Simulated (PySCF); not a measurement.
1-phenyl-1-butyne, C10H10.
Structure used (GFN2-xTB), in Å, numbered top down from 1:
```
atom  x, y, z in Å
C1     3.8071   -0.3029   -0.7202
C2     2.7944   -1.4267   -0.4985
C3     1.4652   -0.9044   -0.2570
C4     0.3709   -0.4453   -0.0593
C5    -0.9257    0.0726    0.1758
C6    -1.1440    1.4505    0.1798
C7    -2.4120    1.9490    0.4091
C8    -3.4717    1.0853    0.6353
C9    -3.2600   -0.2842    0.6320
C10   -1.9959   -0.7928    0.4044
H11    3.8516    0.3447    0.1526
H12    3.5231    0.2995   -1.5802
H13    4.7973   -0.7172   -0.8971
H14    3.0948   -2.0350    0.3607
H15    2.7624   -2.0785   -1.3772
H16   -0.3141    2.1196    0.0027
H17   -2.5769    3.0169    0.4110
H18   -4.4617    1.4778    0.8147
H19   -4.0860   -0.9584    0.8070
H20   -1.8240   -1.8597    0.4015
```

Probes without a nucleus sit at each ring's centroid and 1 Å off its mean plane on both sides; NICS is minus the shielding there, NICSzz its component along the normal. Level: GIAO PBE0/pcSseg-1 (PySCF, non-relativistic, gas phase) on the GFN2-xTB geometry, one conformer.

Ring bond lengths (Å), with Mayer bond orders in brackets: C5–C6 1.395 (1.41), C6–C7 1.382 (1.45), C7–C8 1.386 (1.43), C8–C9 1.386 (1.43), C9–C10 1.381 (1.45), C10–C5 1.395 (1.41).

Question: Give the NICS values of each ring in ppm.

Answer: 
| ring | type | NICS(0) | NICS(1), two faces | NICS(1)zz, two faces | rms pucker (Å) | centre to ring atoms, mean (Å) |
| --- | --- | --- | --- | --- | --- | --- |
| C5–C6–C7–C8–C9–C10 | 6-membered carbocycle; formal bonds all aromatic | -8.4 | -11.1 / -11.1 | -27.5 / -27.5 | 0.00 | 1.39 |

Question: What can be read from them?

Answer: 
- C5–C6–C7–C8–C9–C10: mean NICS(1)zz -27.5 ppm, shielded, aromatic by this magnetic criterion (flat ring, no four-coordinate atom).

Question: What does the geometric index give? HOMA takes Krygowski's 1993 parameters.

Answer: 
- C5–C6–C7–C8–C9–C10: HOMA 0.99 = 1 − EN − GEO, with mean bond length 1.387 Å, EN = α(Ropt − mean)² = 0.000 and GEO = α × variance = 0.008. The geometric and the magnetic index point the same way.

Question: How shielded are the nuclei of the rings and their hydrogens (means over atoms taken as equivalent)?

Answer: 
```csv
atoms,environment,σ isotropic (ppm),"principal values of the symmetric part, first atom (ppm)"
C5,substituted aromatic carbon,58.0,"-44.0, 44.6, 173.5"
C6 (×2),aromatic CH carbon,48.5,"-59.2, 36.6, 168.0"
C7 (×2),aromatic CH carbon,53.3,"-58.0, 39.5, 178.6"
C8,aromatic CH carbon,54.4,"-54.7, 38.8, 179.0"
H16 (×2),aromatic hydrogen,23.97,"20.2, 22.9, 28.8"
H17 (×2),aromatic hydrogen,24.14,"20.8, 24.5, 27.1"
H18,aromatic hydrogen,24.21,"21.1, 24.8, 26.8"
```

On Arm Neoverse V2, one thread, no GPU, shared host with 96 logical CPUs at a one-minute load of 37, this took 42 s wall (grids of density and orbitals included) and 0.97 GiB of memory at its peak. This is the whole shielding run at PBE0/pcSseg-1, SCF included.
